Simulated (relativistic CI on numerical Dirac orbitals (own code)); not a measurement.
**Inner-shell lines of Ag¹⁸⁺**

Computed by Dirac-Coulomb-Breit CI, separate exchange-only KLI orbitals for each configuration, a model potential for QED, valence Slater integrals scaled by 0.85 (own radial code, finite nucleus).

Configurations in the expansion (outside the closed core [Ar]): 3d¹⁰4s, 3d⁹4s4p, 3d⁹4s4f, 3d⁹4s5p, 3d⁹4p², 3d¹⁰4p, 3d⁹4p4f. Levels of other configurations are missing.

The table holds the strongest lines. The upper levels have an inner-shell vacancy. Auger decay, open to those above the ionisation limit, is not computed, and radiative decays to configurations outside the model are missing too. Absolute energies can be off by a few tenths of a per cent, so close lines can change order. LS names give the leading component, which can be well under half, for lower levels too. Brackets number the levels in order of energy.

```csv
λ (Å),Upper,Lower,A (s⁻¹),gA (s⁻¹)
32.2707,3d⁹4s4p ²P°3/2 [15],3d¹⁰4s ²S1/2 [1],4.46e+11,1.79e+12
32.2413,3d⁹4s4p ²P°1/2 [16],3d¹⁰4s ²S1/2 [1],7.76e+11,1.55e+12
31.9112,3d⁹4p² ²D3/2 [35],3d¹⁰4p ²P°1/2 [2],6.34e+11,2.54e+12
31.8282,3d⁹4p² ²P3/2 [47],3d¹⁰4p ²P°3/2 [3],7.31e+11,2.92e+12
31.8272,3d⁹4p² ²D5/2 [48],3d¹⁰4p ²P°3/2 [3],7.98e+11,4.79e+12
31.5825,3d⁹4s4p ²P°3/2 [22],3d¹⁰4s ²S1/2 [1],4.72e+11,1.89e+12
23.8354,3d⁹4s4f ²P°3/2 [66],3d¹⁰4s ²S1/2 [1],2.70e+11,1.08e+12
23.7836,3d⁹4p4f ²D5/2 [155],3d¹⁰4p ²P°3/2 [3],4.76e+11,2.86e+12
23.7626,3d⁹4p4f ⁴F3/2 [115],3d¹⁰4p ²P°1/2 [2],8.70e+11,3.48e+12
23.7526,3d⁹4p4f ²F5/2 [159],3d¹⁰4p ²P°3/2 [3],1.77e+11,1.06e+12
23.7398,3d⁹4s4f ⁴D°1/2 [73],3d¹⁰4s ²S1/2 [1],9.62e+11,1.92e+12
23.739,3d⁹4p4f ⁴D1/2 [116],3d¹⁰4p ²P°1/2 [2],1.50e+12,3.00e+12
23.7177,3d⁹4p4f ²D3/2 [164],3d¹⁰4p ²P°3/2 [3],3.66e+11,1.46e+12
23.7128,3d⁹4s4f ²D°3/2 [75],3d¹⁰4s ²S1/2 [1],8.29e+11,3.32e+12
23.6705,3d⁹4p4f ²F5/2 [167],3d¹⁰4p ²P°3/2 [3],1.76e+11,1.06e+12
23.6593,3d⁹4p4f ⁴P1/2 [169],3d¹⁰4p ²P°3/2 [3],9.63e+11,1.93e+12
23.6153,3d⁹4p4f ²P3/2 [175],3d¹⁰4p ²P°3/2 [3],2.33e+11,9.32e+11
23.5577,3d⁹4p4f ²F5/2 [183],3d¹⁰4p ²P°3/2 [3],2.08e+11,1.25e+12
23.5433,3d⁹4s4f ²D°3/2 [85],3d¹⁰4s ²S1/2 [1],5.57e+11,2.23e+12
23.4978,3d⁹4p4f ²F5/2 [192],3d¹⁰4p ²P°3/2 [3],1.03e+12,6.18e+12
23.3606,3d⁹4p4f ²D3/2 [201],3d¹⁰4p ²P°3/2 [3],5.25e+11,2.10e+12
23.3602,3d⁹4p4f ²D3/2 [164],3d¹⁰4p ²P°1/2 [2],2.48e+11,9.92e+11
23.3057,3d⁹4p4f ²P3/2 [168],3d¹⁰4p ²P°1/2 [2],2.97e+11,1.19e+12
23.2608,3d⁹4p4f ²P3/2 [175],3d¹⁰4p ²P°1/2 [2],2.80e+11,1.12e+12
23.1963,3d⁹4p4f ²P1/2 [184],3d¹⁰4p ²P°1/2 [2],1.50e+13,3.01e+13
23.1923,3d⁹4p4f ²D3/2 [186],3d¹⁰4p ²P°1/2 [2],1.86e+13,7.45e+13
23.1849,3d⁹4s4f ²P°1/2 [92],3d¹⁰4s ²S1/2 [1],2.14e+13,4.28e+13
23.177,3d⁹4p4f ²P3/2 [213],3d¹⁰4p ²P°3/2 [3],2.09e+13,8.36e+13
23.1713,3d⁹4s4f ²P°3/2 [93],3d¹⁰4s ²S1/2 [1],2.07e+13,8.29e+13
23.1647,3d⁹4p4f ⁴D3/2 [190],3d¹⁰4p ²P°1/2 [2],8.76e+11,3.50e+12
23.1525,3d⁹4p4f ²D5/2 [216],3d¹⁰4p ²P°3/2 [3],1.90e+13,1.14e+14
23.1279,3d⁹4p4f ⁴D1/2 [194],3d¹⁰4p ²P°1/2 [2],5.35e+11,1.07e+12
23.1253,3d⁹4p4f ²S1/2 [218],3d¹⁰4p ²P°3/2 [3],2.22e+13,4.45e+13
23.0791,3d⁹4p4f ⁴F3/2 [196],3d¹⁰4p ²P°1/2 [2],3.64e+11,1.46e+12
23.0685,3d⁹4p4f ²P1/2 [198],3d¹⁰4p ²P°1/2 [2],5.74e+12,1.15e+13
```
